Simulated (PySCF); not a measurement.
## Calculated data, CH7BGeN, CH6BGeO

All values are calculated (PySCF 2.14.0). Calculation on a computer-drawn molecule: optimised geometry and harmonic frequencies of an isolated molecule of the commonest isotopes, restricted reference for singlets and unrestricted otherwise, frozen core in MP2; on germanium a core potential holds 10 electrons, which the energies leave out, and 3d is frozen in MP2 and coupled-cluster steps.

Common to all runs: charge 1; multiplicity 1; method HF; basis cc-pVDZ; basis and core potential on germanium cc-pVDZ-PP ECP10MDF.

(1) CH7BGeN

Start structure:
```xyz
11
CH7BGeN
C     -0.9307     2.2228    -1.7734
B     -1.2207     1.1474    -0.6776
N     -2.1791     0.1611    -0.7184
Ge     0.1336     1.1445     0.8898
H     -0.9851     3.2130    -1.3918
H     -1.7064     2.2767    -2.6163
H      0.0095     2.1336    -2.2329
H     -2.8796    -0.0208    -1.3741
H     -2.3488    -0.5429     0.0826
H      0.2844     0.2697     2.1330
H      1.3542     2.0930     1.1005
```

| Quantity | Value |
| --- | --- |
| rotational constants | 7.684, 2.493, 1.904 GHz |
| total energy | -414.2476 hartree |
| convergence status largest gradient component | 2.488e-05 hartree/bohr |

Drawn bonds:
```csv
atom,other atom,order
1,2,1
2,3,1
2,4,1
1,5,1
1,6,1
1,7,1
3,8,1
3,9,1
4,10,1
4,11,1
```

Optimised structure:
```xyz
11
CH7BGeN
C     -0.9768     2.2375    -1.8164
B     -1.1903     1.1476    -0.7143
N     -2.1504     0.1725    -0.6429
Ge     0.1930     1.1381     0.9403
H     -1.0368     3.2455    -1.3934
H     -1.7233     2.1606    -2.6096
H      0.0133     2.1481    -2.2752
H     -2.8468     0.0846    -1.3617
H     -2.2565    -0.5093     0.0810
H      0.1464     0.1680     2.1172
H      1.3593     2.1049     1.0964
```

Modes:
```csv
frequency (cm⁻¹),reduced mass (dalton)
69.06,1.044
132.9,1.031
181.8,2.386
261.9,3.952
336.9,2.196
441.2,2.508
483.9,1.307
567.9,1.056
671.2,1.158
727.1,1.202
888.9,2.306
928.2,1.253
963,1.552
965.6,1.045
1173,2.002
1439,1.463
1502,1.838
1550,1.047
1564,1.278
1772,1.293
2275,1.018
2296,1.024
3168,1.039
3234,1.098
3265,1.101
3771,1.055
3881,1.096
```

(2) CH6BGeO

Start structure:
```xyz
10
CH6BGeO
C     -2.3982     1.5658    -1.0764
B     -1.1487     0.7777    -0.7183
O      0.0324     0.4476    -1.2098
Ge    -1.0184    -0.5262     1.0848
H     -2.5753     2.3360    -0.2313
H     -2.2760     2.2101    -1.8983
H     -3.3116     0.9782    -1.1301
H      0.4053     0.8196    -2.0625
H     -1.8489    -0.9668     2.3996
H      0.2809    -1.3311     1.2608
```

| Item | Value |
| --- | --- |
| rotational constants | 8.114, 2.462, 1.958 GHz |
| total energy | -434.0798 hartree |
| convergence status largest gradient component | 2.866e-05 hartree/bohr |

Drawn bonds:
```csv
atom,other atom,order
1,2,1
2,3,1
2,4,1
1,5,1
1,6,1
1,7,1
3,8,1
4,9,1
4,10,1
```

Optimised structure:
```xyz
10
CH6BGeO
C     -2.3635     1.4416    -1.0694
B     -1.0472     0.7445    -0.6188
O      0.1891     0.7868    -1.0921
Ge    -0.9951    -0.5859     1.0750
H     -2.7703     2.0581    -0.2608
H     -2.2139     2.0807    -1.9425
H     -3.1287     0.6985    -1.3174
H      0.3479     1.3368    -1.8536
H     -0.6831    -0.1568     2.5020
H     -1.1936    -2.0934     0.9961
```

Modes:
```csv
frequency (cm⁻¹),reduced mass (dalton)
90.76,1.026
102.8,1.067
158.6,3.567
262.8,4.979
302.8,1.416
465.1,2.75
515.8,1.533
631.3,1.169
667.3,1.107
881.1,2.102
942,1.145
948.4,1.714
1002,1.282
1202,1.672
1437,1.515
1502,1.963
1545,1.047
1565,1.507
2284,1.017
2300,1.025
3166,1.039
3235,1.098
3264,1.102
4061,1.066
```
